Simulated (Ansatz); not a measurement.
The same redistribution along the group Ti, Zr, Hf.

Isolated molecules relaxed with PBE0-D4/def2-TZVP in Ansatz; ΔE leaves out vibrations. CCSD(T)/CBS is the MP2 limit (def2-TZVPP, def2-QZVPP) plus CCSD(T) − MP2 in def2-TZVPP, frozen cores. Elements past krypton have def2 core potentials. For Hf, Sn, Ti, Zr outer-core shells are correlated without core-valence functions, which leaves a few kJ/mol of doubt a bond. Scalar relativity is left out up to krypton. One conformer a species, not always the lowest.

| reaction | CCSD(T)/CBS(def2) (kcal/mol) |
| --- | --- |
| `[CH3][Ti]12345678([OH])([C@H]9[C@@H]1[C@@H]2[C@@H]3[C@H]94)[C@H]1[C@@H]5[C@@H]6[C@@H]7[C@H]18` + `O=[CH][SnH2][OH]` → `[OH][Ti]12345678([OH])([C@H]9[C@@H]1[C@@H]2[C@@H]3[C@H]94)[C@H]1[C@@H]5[C@@H]6[C@@H]7[C@H]18` + `[CH3][SnH2][CH]=O` | ? |
| `[CH3][Zr]12345678([OH])([C@H]9[C@@H]1[C@@H]2[C@@H]3[C@H]94)[C@H]1[C@@H]5[C@@H]6[C@@H]7[C@H]18` + `O=[CH][SnH2][OH]` → `[OH][Zr]12345678([OH])([C@H]9[C@@H]1[C@@H]2[C@@H]3[C@H]94)[C@H]1[C@@H]5[C@@H]6[C@@H]7[C@H]18` + `[CH3][SnH2][CH]=O` | -24.9 |
| `[CH3][Hf]12345678([OH])([C@H]9[C@@H]1[C@@H]2[C@@H]3[C@H]94)[C@H]1[C@@H]5[C@@H]6[C@@H]7[C@H]18` + `O=[CH][SnH2][OH]` → `[OH][Hf]12345678([OH])([C@H]9[C@@H]1[C@@H]2[C@@H]3[C@H]94)[C@H]1[C@@H]5[C@@H]6[C@@H]7[C@H]18` + `[CH3][SnH2][CH]=O` | -25.7 |

Q: Fill in the missing values. (An estimate is asked.)

A: The calculation gave: `[CH3][Ti]12345678([OH])([C@H]9[C@@H]1[C@@H]2[C@@H]3[C@H]94)[C@H]1[C@@H]5[C@@H]6[C@@H]7[C@H]18` + `O=[CH][SnH2][OH]` → `[OH][Ti]12345678([OH])([C@H]9[C@@H]1[C@@H]2[C@@H]3[C@H]94)[C@H]1[C@@H]5[C@@H]6[C@@H]7[C@H]18` + `[CH3][SnH2][CH]=O`: -17.7 kcal/mol.

Largest T1 diagnostic: 0.019, for `[OH][Ti]12345678([OH])([C@H]9[C@@H]1[C@@H]2[C@@H]3[C@H]94)[C@H]1[C@@H]5[C@@H]6[C@@H]7[C@H]18`.
